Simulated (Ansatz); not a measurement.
`F[Si](F)[SeH]` radical. The species carries charge 0 and has multiplicity 2. All single points use the PBE0-D4/def2-TZVP geometry. It is one conformer, not always the lowest.

```xyz
5

F    -1.945   -0.171   -0.503
Si   -0.650    0.242    0.327
F    -0.478   -0.855    1.470
Se    1.063    0.197   -1.174
H     2.010    0.586   -0.119
```

(1) What is the dipole moment at PBE/def2-TZVPP? (An estimate is asked.)

(2) And with r2SCAN, B3LYP, ωB97M-V? (Best estimate.)

(3) Give the Mulliken charges with PBE, ωB97M-V, r2SCAN in def2-TZVPP. (An estimate is asked.)

Answers

(1) Computed: 1.47 D, with components (1.14, 0.93, 0.10) D in this frame, pointing from negative to positive charge.

(2) Computed: r2SCAN 1.51 D, B3LYP 1.60 D, ωB97M-V 1.58 D.

(3) Ansatz gave: 
```json
{"atom": "F1", "PBE": "-0.24", "ωB97M-V": "-0.27", "r2SCAN": "-0.29"}
{"atom": "Si2", "PBE": "0.52", "ωB97M-V": "0.59", "r2SCAN": "0.63"}
{"atom": "F3", "PBE": "-0.24", "ωB97M-V": "-0.27", "r2SCAN": "-0.28"}
{"atom": "Se4", "PBE": "-0.11", "ωB97M-V": "-0.13", "r2SCAN": "-0.14"}
{"atom": "H5", "PBE": "0.07", "ωB97M-V": "0.09", "r2SCAN": "0.08"}
```

B3LYP here is the variant with VWN-RPA as its local correlation; programs differ in this.
